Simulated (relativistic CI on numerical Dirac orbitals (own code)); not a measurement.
V²⁺: 3p photoemission

Computed with this model: Dirac-Coulomb-Breit CI, separate exchange-only KLI orbitals for each configuration, QED by a radiative potential, valence Slater integrals scaled by 0.7, multiplet model of photoemission in the sudden approximation; configurations [Ar] 3d3 → [Ne] 3s2 3p5 3d3; 300 K; Lorentzian 0.56 eV and Gaussian 0.6 eV FWHM. Energies are those of the free ion, without screening or charge transfer. The energies are binding energies and can lie tens of eV above those of solids. S is read from ⟨S²⟩ = S(S + 1).

Field parameters in Wybourne normalisation: Td as Oh with Dq negative (B⁴₀ = 21Dq, B⁴₄ = √(5/14) B⁴₀). The field is a parameter set, without covalency.

Computed curve for Td, 10Dq = -9050 cm⁻¹, scaled to 100 at the maximum (points under 2 are left out and the grid is thinned):

Energy (eV), Intensity and a bar:
```
     62.1        2.0 
     62.6        2.7 
     63.2        4.2 #
     63.7        6.9 ##
     64.2       14.8 ####
     64.8       56.2 #################
     65.3       89.8 ###########################
     65.9      100.0 ##############################
     66.4       85.3 #########################
     66.9       80.2 ########################
     67.5       50.1 ###############
     68.0       29.6 ########
     68.5       19.9 #####
     69.1       25.8 #######
     69.6       36.2 ##########
     70.1       35.0 ##########
     70.7       19.1 #####
     71.2        9.8 ##
     71.7        5.0 #
     72.3        3.0 
     72.8        2.3 
     73.4        2.1 
     73.9        2.8 
     74.4        5.8 #
     75.0       10.7 ###
     75.5        9.1 ##
     76.0        4.2 #
     76.6        2.2 
     77.1        2.1 
     77.6        3.4 
     78.2        6.5 #
     78.7       11.9 ###
     79.2       25.8 #######
     79.8       20.2 ######
     80.3        6.6 #
     80.9        3.1 
     81.4        4.4 #
     81.9       10.0 ##
     82.5        6.8 #
     83.0        2.3
```

The ground state has S = 1.50, and the centroid lies at 68.93 eV.
